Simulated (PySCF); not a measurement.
Se(Br)(SMe) (CH₃BrSSe), SMILES CS[Se]Br. Atoms are numbered in the order given.

```xyz
7

Se     0.0772    -0.6582     0.7227
Br    -1.1970     1.2786     0.1336
S      1.7998    -0.6171    -0.5706
C      1.1964    -1.3441    -2.1299
H      0.8127    -2.3605    -1.9685
H      2.0649    -1.3751    -2.8059
H      0.4184    -0.7009    -2.5649
```

Geometry: r2SCAN-D4/def2-SVP. The structure was generated by enumeration, and PubChem lists no compound with its InChIKey, so it may never have been made. Other conformers were not sampled.

The numbers are results of PBE/def2-TZVP (PySCF), not measurements.

ESP charges are fitted to the potential on shells at 1.4 to 2.0 van der Waals radii. Atomic charges (e):

```json
[
 {"atom": "Se1", "ESP fit": "0.05", "Mulliken": "[?]"},
 {"atom": "Br2", "ESP fit": "-0.12", "Mulliken": "[?]"},
 {"atom": "S3", "ESP fit": "-0.04", "Mulliken": "-0.04"},
 {"atom": "C4", "ESP fit": "-0.36", "Mulliken": "[?]"},
 {"atom": "H5", "ESP fit": "0.14", "Mulliken": "0.15"},
 {"atom": "H6", "ESP fit": "0.19", "Mulliken": "0.14"},
 {"atom": "H7", "ESP fit": "0.13", "Mulliken": "0.16"}
]
```

Task: Complete the blanks. (Estimate from the structure and the level; the computed values follow.)

Result: 
- Se1, Mulliken: 0.10
- Br2, Mulliken: -0.19
- C4, Mulliken: -0.33

Computed Mayer and Wiberg (Löwdin basis) orders of the bonds:
```tsv
bond	Mayer	Wiberg
Se1–Br2	0.97	1.55
Se1–S3	1.35	1.84
S3–C4	1.01	1.49
C4–H5	0.95	0.94
C4–H6	0.94	0.93
C4–H7	0.95	0.94
```
